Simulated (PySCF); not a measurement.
**C₆ coefficients of unlike pairs at CAM-B3LYP**

Calculated with PySCF 2.14 from the dipole response of each species, C₆(A,B) = (3/π) ∫ α_A(iu) α_B(iu) du, in atomic units, from isotropic polarisabilities. For ions this is the dispersion term alone; charge-induced terms of lower order in 1/R come first.

| species | configuration | basis | relativity | α (bohr³) | C₆ (like pair) |
| --- | --- | --- | --- | --- | --- |
| In⁺ | [Kr] 4d10 5s2 (1S) | aug-cc-pVQZ-DK3 (9s8p6d3f2g) | spin-free X2C | 24.46 | 164.4 |
| Ga³⁺ | [Ar] 3d10 (1S) | def2-TZVPPD (7s5p5d1f) | none | 1.007 | 1.151 |
| Hf²⁺ | [Xe] 4f14 5d2 (3F) | aug-cc-pVTZ-PP with one added diffuse shell each of s, p, d, f, g type with ECP60MDF (7s7p6d4f3g) | core potential | 14.71 | 72.56 |

Question: Estimate C₆ for Ga³⁺ with In⁺.

Answer: The integral gives 11.72. The combination rule 2 C_A C_B / (C_A α_B/α_A + C_B α_A/α_B) gives 10.90 and the geometric mean 13.76.

No spin-orbit coupling is included.

The other pairs:

```
      pair     C₆
Hf²⁺, Ga³⁺  8.396
 Hf²⁺, In⁺  107.9
```
